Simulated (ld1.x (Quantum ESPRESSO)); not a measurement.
Pseudopotential generation for molybdenum (Mo): PAW, PBE, scalar-relativistic.

```json
{
 "Element": "molybdenum",
 "Generator": "ld1.x (Quantum ESPRESSO) 7.5",
 "Type": "PAW",
 "Functional": "PBE",
 "Relativity": "scalar-relativistic",
 "Frozen core": "[Ar] 3d10 4s2",
 "Valence charge": "12",
 "Reference configuration": "4p6 4d5 5s1 5p0",
 "Partial waves": "5s (bound): rcut 2.30, rcutus 3.10 bohr; 5s channel at 1 Ry: rcut 2.30, rcutus 3.10 bohr; 4p (bound): rcut 1.75, rcutus 2.30 bohr; 5p (bound, empty): rcut 1.75, rcutus 2.30 bohr; 4d (bound): rcut 1.95, rcutus 2.35 bohr; 4d channel at 0.2 Ry: rcut 1.95, rcutus 2.35 bohr",
 "Local potential": "all-electron potential smoothed inside 3.00 bohr (lloc = -1)",
 "Core correction": "a·sin(br)/r model core, default radius (core density twice the valence density)",
 "Augmentation charge": "PSQ, inside the norm-conserving radii"
}
```

Poles of the logarithmic derivatives, all-electron (AE) and pseudo (PS). s: poles at 0.8 (AE) and 0.8, 3.2 (PS) Ry. p: poles at -2.8, 1.7 (AE) and -2.8, 1.7 (PS) Ry. d: poles at -0.1, 3.3 (AE) and -0.1, 3.3 (PS) Ry. Test radius 3.34 bohr.

- Cutoffs needed: 18 Ry and 30 Ry (the cutoffs (Ry, on a coarse ladder) from which the occupation-weighted sum of valence levels, in a spherical-Bessel basis at the reference potential, stays within 10 and 1 mRy of its value at 400 Ry)
- Ghost test: no extra level below or beside the all-electron valence levels (s, p, d, f tested) (spherical-Bessel basis up to 400 Ry, 20 bohr box)
- Configuration tests: test run stopped at test 2 of 7 (negative rho)
- Lowest eigenvalue of the overlap operator: 0.08 (p channel)
- Density cutoff estimated by the generator: 111 Ry
